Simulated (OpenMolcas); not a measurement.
Ag2+ in CaO: curves along the breathing mode

Ag2+ with its 6 nearest oxide ions, on the Ca site of CaO (a = 4.8105 Å, distance in the model lattice 2.405 Å). The rest of the host is ab initio model potentials to 7.6 Å, with orthogonalisation functions on the cations behind the ligands, and point charges beyond; the distance is set by hand and nothing relaxes. Ligand basis ANO-RCC-VDZP.

* Program: OpenMolcas
* Method: SS-CASPT2, IPEA 0.25 Eh, imaginary shift 0.1 Eh (closed shells correlated: 4s 4p and the ligand valence shells)
* Basis: ANO-RCC-VDZP [6s5p3d1f]
* Scalar Hamiltonian: DKH2, point nucleus
* Active space: 9 electrons in 5 orbitals (4d)
* State averaging: 2S+1 = 2 even, 5 roots
* Spin-orbit coupling: state interaction with AMFI integrals over the reference wave functions

Spin-free energies (labels of O, the rotations of Oh) in cm-1 above the lowest fitted minimum, as all ligands move together:

```csv
R (Å),2E,2T2
2.195,7330,26030
2.246,2890,20930
2.298,520,18130
2.35,70,17540
2.402,1370,18920
2.453,4190,22110
2.505,8500,26960
```

Cubic fits give the following; the wavenumber is harmonic, with the mass of all moving ligands, small differences in it between states hang on the degree of the fit, a number in brackets counts states of one label, and the table is a selection of at most 14 states with clean curves.

```csv
State,R0 (Å),Breathing mode (cm-1),Minimum (cm-1)
2E,2.337,485,0
2T2,2.339,517,17480
```

The minimum of 2T2 is shifted by +0.0023 Å against 2E (from the unrounded fits). With M = 96.0 u for the moving shell, the Huang-Rhys factor in this mode is S = M ω ΔR² / 2ħ = 0.01483 × 96.0 × 485 × 0.0023² = 0.00. Only the first shell moves, against a rigid host.

Roots that are degenerate in the reference are averaged as groups; the widest CASPT2 spread within a group is 300 cm-1 (the 3-fold group of multiplicity 2 near 18500 cm-1 above the lowest state of its run, R = 2.505). Shifts and gaps below about the spread of the groups concerned are not significant. Over all roots computed the reference weight is 0.70 to 0.71 in R = 2.195, 0.70 to 0.71 in R = 2.246, 0.70 in R = 2.298, 0.70 in R = 2.35, 0.70 in R = 2.402, 0.69 to 0.70 in R = 2.453, 0.69 in R = 2.505; a low but even weight reflects the number of correlated electrons. An orbital doublet at a regular site is open to a Jahn-Teller distortion, which this geometry leaves out. Ligand-to-metal charge-transfer states are missing. With one d shell and no ligand orbital active, 10Dq can be off by a tenth or more. The least metal-like active orbital is 79 % on the metal (Löwdin) and no ligand orbital is active, so the numbers are rough (holds for R = 2.195). The least metal-like active orbital is 78 % on the metal (Löwdin) and no ligand orbital is active, so the numbers are rough (holds for R = 2.246). The least metal-like active orbital is 77 % on the metal (Löwdin) and no ligand orbital is active, so the numbers are rough (holds for R = 2.298). The least metal-like active orbital is 76 % on the metal (Löwdin) and no ligand orbital is active, so the numbers are rough (holds for R = 2.35). The least metal-like active orbital is 74 % on the metal (Löwdin) and no ligand orbital is active, so the numbers are rough (holds for R = 2.402). The least metal-like active orbital is 72 % on the metal (Löwdin) and no ligand orbital is active, so the numbers are rough (holds for R = 2.453). The least metal-like active orbital is 69 % on the metal (Löwdin) and no ligand orbital is active, so the numbers are rough (holds for R = 2.505). No measured value stands beside these numbers.
